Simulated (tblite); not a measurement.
C6H11GeN.
SMILES with atom numbers: `[CH3:1][C@:2]1([C:3]#[N:4])[CH2:5][CH2:6][CH2:7][GeH2:8]1` (hydrogens: H9, H10, H11 on C1; H12, H13 on C5; H14, H15 on C6; H16, H17 on C7; H18, H19 on Ge8)

Computed with GFN2-xTB (tblite), gas phase: L-BFGS steps from a force-field or distance-geometry start until the largest atomic force falls under 0.01 eV/Å.

Step 43: E = -632.8311 eV
```
atom  x, y, z in Å  |  force x, y, z in eV/Å
C1     -1.7976   -0.6891    1.0123   -0.001  -0.013  -0.018
C2     -0.8662    0.0195    0.0270   -0.030  -0.057  -0.007
C3     -1.6245    0.7557   -0.9399    0.019   0.009  -0.030
N4     -2.2025    1.3468   -1.7337    0.028  -0.021   0.068
C5      0.0576   -0.9765   -0.7072   -0.010   0.018   0.017
C6      1.3492   -0.2792   -1.1251   -0.023   0.014   0.000
C7      1.9771    0.3592    0.1130    0.029   0.026  -0.012
Ge8     0.4302    1.2674    0.9584   -0.010   0.063  -0.047
H9     -2.4587    0.0296    1.4986    0.024  -0.060  -0.029
H10    -2.4048   -1.4409    0.5061   -0.011   0.047  -0.005
H11    -1.1993   -1.1897    1.7756   -0.056   0.036   0.009
H12     0.2992   -1.7915   -0.0191   -0.005   0.002  -0.014
H13    -0.4456   -1.4028   -1.5785   -0.015  -0.007   0.027
H14     2.0277   -0.9893   -1.6023    0.021  -0.003   0.041
H15     1.1159    0.4986   -1.8569   -0.028   0.010  -0.010
H16     2.7942    1.0257   -0.1481    0.045   0.023  -0.029
H17     2.3745   -0.4114    0.7750   -0.001  -0.001   0.005
H18     0.3141    1.1593    2.4594    0.014   0.000   0.007
H19     0.2497    2.7178    0.5781    0.012  -0.086   0.028
```

Step 44: E = -632.8322 eV
```
atom  x, y, z in Å  |  force x, y, z in eV/Å
C1     -1.8006   -0.6867    1.0106    0.000  -0.005  -0.019
C2     -0.8657    0.0185    0.0275   -0.008  -0.027  -0.008
C3     -1.6184    0.7538   -0.9445    0.020  -0.005  -0.007
N4     -2.1937    1.3420   -1.7423    0.022  -0.008   0.054
C5      0.0582   -0.9796   -0.7020    0.001   0.016  -0.002
C6      1.3458   -0.2798   -1.1275    0.008   0.022   0.007
C7      1.9773    0.3629    0.1059    0.019   0.045   0.034
Ge8     0.4328    1.2656    0.9608   -0.046   0.039  -0.023
H9     -2.4562    0.0343    1.4993    0.004  -0.047  -0.024
H10    -2.4119   -1.4329    0.5020   -0.017   0.035  -0.001
H11    -1.2043   -1.1910    1.7723   -0.051   0.019   0.018
H12     0.3047   -1.7911   -0.0111   -0.009   0.011  -0.014
H13    -0.4468   -1.4107   -1.5697   -0.012  -0.014   0.023
H14     2.0273   -0.9879   -1.6030    0.012  -0.014   0.026
H15     1.1084    0.4959   -1.8599   -0.034   0.007  -0.018
H16     2.7908    1.0344   -0.1543    0.043   0.007  -0.048
H17     2.3770   -0.4048    0.7694    0.018  -0.014   0.002
H18     0.3146    1.1481    2.4623    0.024  -0.004  -0.010
H19     0.2510    2.7183    0.5969    0.005  -0.064   0.011
```

Step 45: E = -632.8330 eV
```
atom  x, y, z in Å  |  force x, y, z in eV/Å
C1     -1.8033   -0.6843    1.0095   -0.001  -0.001  -0.016
C2     -0.8655    0.0166    0.0277    0.017   0.005  -0.004
C3     -1.6125    0.7513   -0.9490    0.019  -0.016   0.015
N4     -2.1847    1.3372   -1.7504    0.010   0.010   0.032
C5      0.0591   -0.9822   -0.6981    0.014   0.007  -0.015
C6      1.3434   -0.2796   -1.1293    0.028   0.024   0.012
C7      1.9780    0.3671    0.1007    0.006   0.048   0.052
Ge8     0.4336    1.2641    0.9625   -0.052  -0.004   0.004
H9     -2.4533    0.0394    1.5000   -0.017  -0.025  -0.017
H10    -2.4198   -1.4250    0.5006   -0.023   0.016  -0.007
H11    -1.2100   -1.1916    1.7706   -0.039   0.001   0.026
H12     0.3093   -1.7910   -0.0056   -0.009   0.015  -0.008
H13    -0.4472   -1.4179   -1.5628   -0.008  -0.015   0.017
H14     2.0271   -0.9864   -1.6037    0.000  -0.012   0.016
H15     1.1015    0.4941   -1.8624   -0.032  -0.001  -0.019
H16     2.7889    1.0417   -0.1611    0.031  -0.009  -0.051
H17     2.3799   -0.3995    0.7642    0.028  -0.009  -0.003
H18     0.3153    1.1374    2.4644    0.030  -0.008  -0.023
H19     0.2504    2.7176    0.6144   -0.003  -0.026  -0.010
```

Step 46: E = -632.8337 eV
```
atom  x, y, z in Å  |  force x, y, z in eV/Å
C1     -1.8058   -0.6819    1.0085   -0.005  -0.001  -0.010
C2     -0.8652    0.0151    0.0277    0.032   0.021   0.003
C3     -1.6071    0.7487   -0.9530    0.014  -0.019   0.029
N4     -2.1760    1.3329   -1.7577   -0.002   0.025   0.013
C5      0.0602   -0.9841   -0.6950    0.022  -0.002  -0.018
C6      1.3419   -0.2788   -1.1306    0.031   0.021   0.013
C7      1.9787    0.3716    0.0971   -0.003   0.034   0.042
Ge8     0.4330    1.2626    0.9643   -0.035  -0.039   0.023
H9     -2.4509    0.0440    1.5008   -0.034  -0.003  -0.011
H10    -2.4277   -1.4176    0.4998   -0.025  -0.001  -0.016
H11    -1.2157   -1.1921    1.7695   -0.028  -0.013   0.028
H12     0.3132   -1.7903   -0.0006   -0.004   0.014   0.000
H13    -0.4473   -1.4249   -1.5564   -0.002  -0.011   0.010
H14     2.0268   -0.9853   -1.6044   -0.007  -0.001   0.013
H15     1.0949    0.4928   -1.8647   -0.022  -0.009  -0.013
H16     2.7876    1.0480   -0.1684    0.014  -0.020  -0.042
H17     2.3838   -0.3950    0.7594    0.030   0.006  -0.008
H18     0.3165    1.1269    2.4660    0.033  -0.011  -0.028
H19     0.2492    2.7167    0.6303   -0.012   0.008  -0.027
```

**Question.** Estimate the geometry and energy of step 47. (The exact step hangs on the optimiser's Hessian estimate; all steps are aligned on step 46, rigid shifts and turns removed.)

**Answer.** E = -632.8343 eV, largest force 0.057 eV/Å
```
atom  x, y, z in Å  |  force x, y, z in eV/Å
C1     -1.8081   -0.6798    1.0071   -0.011  -0.003  -0.001
C2     -0.8644    0.0144    0.0278    0.029   0.018   0.010
C3     -1.6023    0.7465   -0.9565    0.009  -0.013   0.035
N4     -2.1681    1.3294   -1.7641   -0.010   0.033  -0.001
C5      0.0616   -0.9856   -0.6921    0.023  -0.007  -0.011
C6      1.3408   -0.2778   -1.1314    0.020   0.012   0.011
C7      1.9792    0.3764    0.0947   -0.006   0.012   0.015
Ge8     0.4319    1.2607    0.9664   -0.007  -0.050   0.027
H9     -2.4497    0.0474    1.5013   -0.042   0.016  -0.010
H10    -2.4348   -1.4108    0.4980   -0.020  -0.011  -0.020
H11    -1.2211   -1.1930    1.7684   -0.022  -0.022   0.022
H12     0.3167   -1.7887    0.0048    0.004   0.010   0.008
H13    -0.4476   -1.4318   -1.5499    0.008  -0.002   0.003
H14     2.0261   -0.9846   -1.6047   -0.008   0.010   0.012
H15     1.0884    0.4911   -1.8670   -0.007  -0.013  -0.004
H16     2.7864    1.0534   -0.1758   -0.002  -0.024  -0.028
H17     2.3882   -0.3906    0.7547    0.029   0.021  -0.010
H18     0.3185    1.1166    2.4670    0.032  -0.013  -0.021
H19     0.2486    2.7160    0.6440   -0.019   0.028  -0.037
```

The energy changes by -0.0006 eV. The first-order estimate −F·Δx gives -0.0008 eV and the mean of the old and new forces, exact on a quadratic surface, -0.0006 eV. The step makes an angle of 80° with the force vector and moves no atom by more than 0.014 Å.

What follows is the cost of the whole relaxation. Time: 0.61 s. Hardware: an Intel Xeon Platinum 8488C with one thread, shared host with 192 logical CPUs at a one-minute load of 8.8.
